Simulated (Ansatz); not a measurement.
Conformers of C2H8O3Si2 (`C=C[SiH](O)O[SiH2]O`), each relaxed with PBE0-D4/def2-TZVP in Ansatz. CBS adds the triple-zeta coupled-cluster correction to the MP2 limit.

Not all of them had a frequency check.

Conformer A:

```xyz
15

C    -0.018   -1.912    1.999
C     0.247   -0.615    2.133
Si   -0.080    0.608    0.792
O     1.317    1.417    0.503
O    -0.589   -0.192   -0.552
Si   -0.262   -0.043   -2.142
O     0.030    1.534   -2.529
H     0.169   -2.626    2.796
H    -0.432   -2.313    1.079
H     0.660   -0.262    3.076
H    -1.155    1.568    1.157
H     1.300    2.075   -0.196
H    -1.438   -0.550   -2.890
H     0.976   -0.773   -2.483
H    -0.726    2.083   -2.744
```

Conformer B:

```xyz
15

C    -0.161    0.548    2.373
C    -0.297   -0.670    1.855
Si   -0.728   -0.959    0.085
O     0.447   -1.940   -0.538
O    -0.762    0.467   -0.711
Si    0.242    1.379   -1.628
O     1.321    0.444   -2.433
H     0.091    0.709    3.417
H    -0.294    1.441    1.768
H    -0.154   -1.530    2.507
H    -2.049   -1.609   -0.098
H     0.204   -2.470   -1.300
H     0.927    2.338   -0.723
H    -0.545    2.087   -2.659
H     1.759   -0.237   -1.916
```

Task: Which is lowest in electronic energy at CCSD(T)/CBS (frozen core, def2 sets), and by how much? (Estimate.)

Result: Ansatz gave: B; A lies 1.3 kJ/mol higher. Gaps under about 2 kJ/mol don't settle the order.

Task: Give the energies relative to B (kJ/mol) with PBE-D4/def2-TZVPP, PBE0-D4/def2-TZVPP, PBE0/def2-TZVPP, HF/def2-TZVPP, CCSD/def2-TZVPP, SCS-MP2/def2-QZVPP, MP2/CBS(def2). (Estimate.)

Result: The calculation gave: 
| level | A |
| --- | --- |
| PBE-D4/def2-TZVPP | 1.2 |
| PBE0-D4/def2-TZVPP | 1.5 |
| PBE0/def2-TZVPP | 0.6 |
| HF/def2-TZVPP | 0.5 |
| CCSD/def2-TZVPP | 0.8 |
| SCS-MP2/def2-QZVPP | 0.9 |
| MP2/CBS(def2) | 1.4 |
